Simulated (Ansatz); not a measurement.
ClFH4HfN2 (`[NH2][Hf]([NH2])([F])[Cl]`): the same geometry under several functionals.

```yaml
crystal:
  periodic: [false, false, false]
  atoms:
    - {symbol: N, position_ang: [1.064993, 1.300011, -0.217226]}
    - {symbol: Hf, position_ang: [-0.305785, -0.125166, -0.609137]}
    - {symbol: N, position_ang: [-0.493851, -1.198467, 1.092664]}
    - {symbol: F, position_ang: [0.325351, -1.271078, -2.001179]}
    - {symbol: Cl, position_ang: [-2.397948, 0.850725, -1.154189]}
    - {symbol: H, position_ang: [2.029238, 1.299904, -0.520579]}
    - {symbol: H, position_ang: [0.869498, 2.179183, 0.242934]}
    - {symbol: H, position_ang: [-0.033420, -1.004160, 1.969815]}
    - {symbol: H, position_ang: [-1.058077, -2.030932, 1.196886]}
basis:
  gaussian: {orbitals: def2-TZVPP}
hamiltonian: {xc: pbe, dispersion: d4}
output: {forces: true, orbitals: {seedname: orbitals}}
```

```sh
$ ansatz run in.yaml --threads 4 --pin off --events-out ev --progress --plain
```

Shortened log:

```
Functional definition: PBE
1354 factors; their error is unknown
mean field evaluation 1: about -19567.8937 eV, gradient 1.1e2 eV
mean field evaluation 2: about -19424.5122 eV, gradient 2.5e2 eV
mean field evaluation 4: about -19589.4906 eV, gradient 2.6e1 eV
mean field evaluation 8: about -19590.9555 eV, gradient 3.4e-1 eV
mean field evaluation 16: about -19590.9368 eV, gradient 4.3e-4 eV
mean field -19590.93681709 eV, -719.9536488140 hartree, gradient 2.9e-5 eV, S^2 0.000000; 0 other end points of the search recorded, 0 dependent functions left out
reference -19590.93686047 eV, -719.9536504082 hartree; 28, 28 occupied and 219, 219 virtual orbitals, 1354 factors
Total energy: -19591.11669116 eV, -719.9602590644 hartree
Atom 0 at     1.064993     1.300011    -0.217226 Å, force    -0.107248    -0.150286     0.005486 eV/Å
Atom 1 at    -0.305785    -0.125166    -0.609137 Å, force    -0.117640     0.084363    -0.057166 eV/Å
Atom 2 at    -0.493851    -1.198467     1.092664 Å, force     0.021461     0.107100    -0.130539 eV/Å
Atom 3 at     0.325351    -1.271078    -2.001179 Å, force     0.097745    -0.179799    -0.202502 eV/Å
Atom 4 at    -2.397948     0.850725    -1.154189 Å, force    -0.133540     0.061131    -0.027571 eV/Å
Atom 5 at     2.029238     1.299904    -0.520579 Å, force     0.329900     0.018216    -0.099033 eV/Å
Atom 6 at     0.869498     2.179183     0.242934 Å, force    -0.050603     0.302404     0.152047 eV/Å
Atom 7 at    -0.033420    -1.004160     1.969815 Å, force     0.145401     0.046509     0.310541 eV/Å
Atom 8 at    -1.058077    -2.030932     1.196886 Å, force    -0.185476    -0.289638     0.048736 eV/Å
Dipole moment:     0.402732     0.080017     0.478129 e Å
```

Hardware: 4 threads of a server CPU on a shared host. Wall time 3.4 s, peak host memory 0.33 GiB.

The same input with `hamiltonian: {xc: hse06, dispersion: d4}` and no forces (abridged; 4 s):

```
Functional definition: HSE06
mean field evaluation 16: about -19590.6027 eV, gradient 7.3e-5 eV
mean field -19590.60271711 eV, -719.9413708662 hartree, gradient 7.3e-5 eV, S^2 0.000000
Total energy: -19590.75150141 eV, -719.9468385885 hartree
```

The same input with `hamiltonian: {xc: r2scan, dispersion: d4}` (abridged; 7 s):

```
Functional definition: r2SCAN
mean field evaluation 16: about -19598.8446 eV, gradient 3.6e-3 eV
mean field -19598.84456203 eV, -720.2442530807 hartree, gradient 1.3e-5 eV, S^2 0.000000
Total energy: -19598.89101685 eV, -720.2459602640 hartree
Atom 0 force     0.030561     0.012655     0.011167 eV/Å
Atom 1 force    -0.022133    -0.016459    -0.080262 eV/Å
Atom 2 force     0.007435    -0.016935     0.035511 eV/Å
Atom 3 force     0.021613    -0.028709    -0.029999 eV/Å
Atom 4 force    -0.086183     0.038917    -0.026206 eV/Å
Atom 5 force     0.032796     0.034506     0.003932 eV/Å
Atom 6 force     0.028489     0.036812     0.005803 eV/Å
Atom 7 force    -0.002863    -0.029706     0.042424 eV/Å
Atom 8 force    -0.009716    -0.031081     0.037631 eV/Å
Dipole moment:     0.409381     0.077737     0.483989 e Å
```

The same input with `hamiltonian: {xc: lda}` and no forces (abridged; 1.6 s):

```
Functional definition: SPW92
mean field evaluation 16: about -19516.0701 eV, gradient 5.2e-4 eV
mean field -19516.07010683 eV, -717.2023479585 hartree, gradient 3.6e-5 eV, S^2 0.000000
Total energy: -19516.07014786 eV, -717.2023494663 hartree
```

The same input with `hamiltonian: {xc: {name: B3LYP}, dispersion: d4}` (abridged; 6 s):

```
Functional definition: B3LYP
mean field evaluation 16: about -19602.7341 eV, gradient 3.3e-4 eV
mean field -19602.73405220 eV, -720.3871892078 hartree, gradient 3.6e-5 eV, S^2 0.000000
Total energy: -19603.02154248 eV, -720.3977542810 hartree
Atom 0 force     0.123626     0.135697     0.031838 eV/Å
Atom 1 force    -0.019769     0.000633    -0.028341 eV/Å
Atom 2 force    -0.015653    -0.094312     0.164480 eV/Å
Atom 3 force     0.081983    -0.140605    -0.175485 eV/Å
Atom 4 force    -0.205234     0.097326    -0.054825 eV/Å
Atom 5 force     0.017803     0.022114     0.007985 eV/Å
Atom 6 force     0.025263     0.019987     0.003399 eV/Å
Atom 7 force    -0.005138    -0.024289     0.022673 eV/Å
Atom 8 force    -0.002880    -0.016551     0.028276 eV/Å
Dipole moment:     0.395301     0.086631     0.484300 e Å
```

Changing it to `hamiltonian: {xc: {name: r2SCAN0}, dispersion: d4}` and no forces (abridged; 6.5 s):

```
Functional definition: r2SCAN0
mean field evaluation 16: about -19596.6849 eV, gradient 5.3e-5 eV
mean field -19596.68490806 eV, -720.1648872613 hartree, gradient 5.3e-5 eV, S^2 0.000000
Total energy: -19596.74063135 eV, -720.1669350542 hartree
```

HSE06 is the plane-wave form, built on full-range PBE exchange.

B3LYP takes the VWN-RPA correlation (the form of Gaussian; ORCA's B3LYP/G).
